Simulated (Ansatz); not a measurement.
Ir (SMILES [Ir]), quartet (core potentials on Ir); PBE/def2-TZVPD in Ansatz (a program for electronic structure).

Here is a job for Ansatz.
Ansatz 0.2 input:
```yaml
crystal:
  periodic: [false, false, false]
  atoms:
    - {symbol: Ir, position_ang: [0.00000000, 0.00000000, 0.00000000]}
basis:
  gaussian:
    orbitals: def2-TZVPD
hamiltonian:
  xc: pbe
magnetization: {spin_polarized: true, initial_magnetization: 3}
```

The log (banner, timings and long lists left out):

```
Functional definition: PBE
380 factors; their error is unknown
mean field evaluation 1: about -2835.2210 eV, gradient 1.9e1 eV
mean field evaluation 2: about -2829.0657 eV, gradient 4.3e1 eV
mean field evaluation 4: about -2836.4121 eV, gradient 1.4e1 eV
mean field evaluation 8: about -2836.5933 eV, gradient 1.3e1 eV
mean field evaluation 16: about -2837.4244 eV, gradient 9.6e-1 eV
mean field evaluation 32: about -2837.4520 eV, gradient 7.2e-7 eV
mean field evaluation 64: about -2837.4445 eV, gradient 4.5e-1 eV
mean field evaluation 96: about -2837.4505 eV, gradient 1.3e-4 eV
mean field evaluation 128: about -2837.4519 eV, gradient 2.6e-2 eV
mean field evaluation 160: about -2836.5429 eV, gradient 1.2e1 eV
mean field evaluation 192: about -2837.3915 eV, gradient 3.1e0 eV
mean field evaluation 224: about -2837.2501 eV, gradient 1.2e0 eV
mean field -2837.45198072 eV, -104.2744369973 hartree, gradient 9.2e-7 eV, S^2 3.750766; 8 other end points of the search recorded, 0 dependent functions left out
reference -2837.45200800 eV, -104.2744379999 hartree; 10, 7 occupied and 33, 36 virtual orbitals, 380 factors
Total energy: -2837.45200800 eV, -104.2744379999 hartree
```
